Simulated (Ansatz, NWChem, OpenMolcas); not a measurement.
**Worked example: C2H5ClSi + C3H5 → C2H5Si + C3H5Cl**

Species: C2H5ClSi `C=C[SiH2]Cl`, singlet; C3H5 `C=[C]C`, doublet; C2H5Si `C=C[SiH2]`, doublet; C3H5Cl (2-chloropropene) `C=C(C)Cl`, singlet. A radical takes Cl: the energy is the difference in strength between the Si–Cl bond broken and the C–Cl bond made.

Shapes, held fixed at every level: PBE0-D4/def2-TZVP. Flexible molecules stand in one conformer, not always the lowest. Programs: Ansatz 0.2.0, NWChem 7.3.0, OpenMolcas 26.06. A level may come from different programs for different species; with the same settings they agree closely. The zero-point and thermal change to 298 K, harmonic and unscaled (PBE0-D4/def2-TZVP), is +2.1 kJ/mol.

At B2PLYP/def2-TZVPP; 1 Eh = 2625.50 kJ/mol:

| species | energy (Eh) |
| --- | --- |
| C2H5ClSi | -828.667544 |
| C3H5 | -117.156406 |
| C2H5Si | -368.473002 |
| C3H5Cl | -577.326157 |

Work out ΔH(298 K) of the reaction at this level.


1. Products less reactants: (-368.473002) + (-577.326157) − [(-828.667544) + (-117.156406)] = 0.024791 Eh = +65.1 kJ/mol.
2. With the thermal change: +65.1 + (+2.1) = +67.2 kJ/mol.

Other levels give +56.5 (B3LYP/6-31G* (spherical functions)) to +104.7 kJ/mol (HF/def2-TZVPP). No measured value is set beside it here. Spin contamination: C3H5 (⟨S²⟩ up to 0.91), C2H5Si (⟨S²⟩ up to 0.90). Open shells run unrestricted.
